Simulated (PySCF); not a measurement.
**Ionisation energy along the 9-electron series**

Calculated with PySCF 2.14 and a two-component X2C-1e Hamiltonian (Gaussian nucleus, no Breit or QED terms), each ion in its own even-tempered basis scaled to its charge; GMP2 freezes nothing and drops the highest virtual spinors. Values in eV. NIST values: (m) measured, (s) semi-empirical, (t) theoretical.

```
  ion  configuration  GHF (spin-free)  GMP2 (spin-free)  GHF (screened spin-orbit)  GMP2 (screened spin-orbit)          NIST
Kr²⁷⁺   [He] 2s2 2p5           3083.5            3085.1                     3069.3                      3070.8  3072 ± 5 (s)
Sr²⁹⁺   [He] 2s2 2p5           3513.3            3514.8                     3494.5                      3496.0  3497 ± 6 (s)
```

Q: Fill in the row of Rb²⁸⁺.

A: configuration: [He] 2s2 2p5; GHF (spin-free): 3294.9; GMP2 (spin-free): 3296.4; GHF (screened spin-orbit): 3278.5; GMP2 (screened spin-orbit): 3280.0; NIST: 3281 ± 6 (s).
